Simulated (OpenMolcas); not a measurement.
# V3+, Nb3+, Ta3+: d2 down the group

```
Program             : OpenMolcas 26.06
Method              : SS-CASPT2, IPEA 0.25 Eh, imaginary shift 0.1 Eh
Basis               : ANO-R2
Scalar Hamiltonian  : X2C, finite nucleus
Spin-orbit coupling : state interaction with AMFI integrals over the reference wave functions, term energies averaged over their components
```

Active space for each ion: 2 electrons in 5 orbitals (d); closed shells correlated by CASPT2: V3+ 3s 3p; Nb3+ 4s 4p; Ta3+ 5s 5p.

Computed levels in cm-1 above 3F2:

| Level | V3+ | Nb3+ | Ta3+ |
| --- | --- | --- | --- |
| 3F3 | 317 | 1072 | 5050 |
| 3F4 | 725 | 2310 | 9370 |
| 1D2 | 10600 | 7980 | 11010 |
| 3P0 | 13650 | 10210 | 11760 |
| 3P1 | 13760 | 10640 | 14560 |
| 3P2 | 13990 | 11530 | 18970 |
| 1G4 | 18830 | 14170 | 19590 |
| 1S0 | 42890 | 31740 | 36570 |
| weight of 3F in the lowest level (%) | 100 | 99 | 89 |

Mixed levels, with the weight of the term that names them: Ta3+ 1D2 (66 %).

Measured, with the error of the calculation in %. Measured levels: V3+ from Sugar and Corliss, J. Phys. Chem. Ref. Data 7, 1191 (1978).

```
Level           V3+
  3F3    325 (-2.6)
  3F4    735 (-1.3)
  1D2  10959 (-3.3)
  3P1  13239 (+4.0)
  3P2  13458 (+4.0)
  1G4  18391 (+2.4)
  1S0  42462 (+1.0)
```

The fine-structure level 3F4 changes by a factor of 12.9 from V3+ to Ta3+.

Without spin-orbit coupling 1D lies 10190, 6720, 5330 cm-1 above 3F in that order; the difference to the level 1D2, of either sign, comes from spin-orbit coupling, which also lowers the zero.

CASPT2 does not keep the components of a term degenerate, so their means are used; among the terms shown or strongly mixed into the levels shown the widest spread is 860 cm-1 (3d2 1G, V3+). Computed and measured levels are paired by configuration, term and J; levels that our copy of the source lacks, or whose pairing is in doubt (as where it misses far off the trend of its configuration), stay unpaired and out of the deviations. Only configurations of the active space appear.
